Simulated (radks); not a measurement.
Task: Excited configurations of Nb II: one electron is placed in a higher orbital outside [Kr] 4d3. The ground configuration is [Kr] 4d4. Method: Dirac Kohn-Sham, PBE, spin-unpolarised, spherical densities, finite nucleus; open shells fill j = l - 1/2 first; Fermi nuclear charge, rms radius 4.324 fm; computed with a radial shooting solver on a logarithmic mesh with Libxc functionals. Excitation = E - E(ground); binding = E(ion) - E, where the ion is the core of charge +2; n* = 2/sqrt(2 binding) in atomic units, and the quantum defect is n - n*.

outer orbital  excitation (eV)  binding (eV)     n*  quantum defect  eigenvalue (eV)  <r> (bohr)
4f5/2                   10.514         3.566  3.907           0.093           -2.495       8.438
5p1/2                    4.336         9.743  2.363           2.637           -7.191       4.008
5d3/2                    8.788         5.291  3.207           1.793           -3.875       6.513
5f5/2                   11.642         2.437  4.725           0.275           -1.819       14.29
6s1/2                    8.062         6.018  3.007           2.993           -4.748       7.059
6d3/2                   10.868         3.212  4.117           1.883           -2.471       11.86
6f5/2                   12.338         1.742  5.590           0.410           -1.358       21.53
7s1/2                   10.595         3.485  3.952           3.048           -2.783       12.19
7d3/2                   11.934         2.145  5.037           1.963           -1.704       18.54

Estimate the row for 7p1/2.

Result: excitation (eV) 11.123; binding (eV) 2.957; n* 4.290; quantum defect 2.710; eigenvalue (eV) -2.360; <r> (bohr) 13.94. The Delta-SCF ionisation energy is 14.080 eV (NIST Atomic Spectra Database: 14.320 eV, semi-empirical). Self-interaction in the functional shifts the binding energies and quantum defects, so they are the method's values and not measured ones. Spin polarisation and multiplet splitting are left out, so open shells lie too high by an amount that depends on their filling.

Beside tabulated values, note that spin-unpolarised runs miss the spin-polarisation part of the exchange energy of open shells.
